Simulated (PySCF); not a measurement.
Vertical excitations of a molecule C4H9O, multiplicity 2 from TDA-PBE/def2-SVPD (PySCF), as energy in eV (oscillator strength): 0.45 (0.000), 3.51 (0.000), 3.65 (0.004), 3.78 (0.005), 3.94 (0.001), 4.66 (0.001), 4.90 (0.021), 5.65 (0.010), 6.03 (0.001), 6.07 (0.013). Geometry optimised at B3LYP-D3(BJ)/def2-SVP. One conformer was computed; it need not be the lowest.

**Question.** Which molecule gave these data?
(A) [CH2]COCC
(B) CCCC[O]
(C) CC(C)(C)[O]
(D) C[CH]OCC

**Answer.** C, CC(C)(C)[O]
